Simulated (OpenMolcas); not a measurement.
# What dynamic correlation does to the levels of La2+

| Property | Result |
| --- | --- |
| Program | OpenMolcas 26.06 |
| Basis | ANO-RCC-VDZP [7s6p4d2f1g] |
| Scalar Hamiltonian | DKH2, point nucleus |
| Active space | 1 electron in 6 orbitals (5d 6s) |
| State averaging | 2S+1 = 2 even, 6 roots |
| Spin-orbit coupling | state interaction with AMFI integrals over the reference wave functions, term energies averaged over their components |

Methods on the same reference wave functions:
A. CASSCF
B. SS-CASPT2, IPEA 0.25 Eh, imaginary shift 0.1 Eh (closed shells correlated: 5s 5p)
C. XMS-CASPT2, IPEA 0.25 Eh, imaginary shift 0.1 Eh (closed shells correlated: 5s 5p)

Energies in cm⁻¹ above 5d ²D_3/2, the measured ground level; measured values from Martin, Zalubas and Hagan, Atomic Energy Levels: The Rare-Earth Elements, NSRDS-NBS 60 (1978).

```tsv
Level	A	B	C	Measured
5d ²D_3/2	0.0	0.0	0.0	0.0
5d ²D_5/2	1731	1731	1731	1603
6s ²S_1/2	12446	13190	13160	13591
```

Deviations, from unrounded energies. A percentage is the sum of absolute deviations over the sum of measured energies, with the sign that they share, or ± where signs differ.

```json
{"Against measurement": "mean absolute deviation (cm-1)", "Levels": "2", "A": "640", "B": "260", "C": "280"}
{"Against measurement": "fine structure of the ground term (%)", "Levels": "1", "A": "+8.0", "B": "+8.0", "C": "+8.0"}
{"Against measurement": "other configurations (%)", "Levels": "1", "A": "-8.4", "B": "-3.0", "C": "-3.2"}
```

B, C lie about equally close to measurement and A furthest from it. The largest miss of B in the table is 6s ²S_1/2, by -400 cm-1. The ranking rests on the paired levels alone, and a cruder setting can come out closer through cancelling errors.

Between B and C the level of the table that moves most is 6s ²S_1/2, by 34 cm-1 (lowest in C, highest in B). Moves below CASPT2's spread within the term are not significant.

The mean deviations of B to C differ by less than CASPT2's widest spread within a term (40 cm-1), so their order carries little weight.

The lowest spin-free term lies below A's lowest term by 0.172 hartree in B, 0.175 hartree in C.

CASPT2 breaks the degeneracy within a term, and the mean is taken; among the terms shown or strongly mixed into the levels shown the widest spread is 40 cm-1 (5d ²D, C). With one active electron the reference holds no correlation, so core polarisation is missing (holds for A). With one active electron, CASPT2 adds the correlation within the correlated inactive shells and between them and that electron, and leaves the splitting within a term as the reference gives it (holds for B; C). Computed and measured levels are paired by configuration, term and J; levels that our copy of the source lacks, or whose pairing is in doubt (as where it misses far off the trend of its configuration), stay unpaired and out of the deviations. Levels of configurations outside the active space are missing.
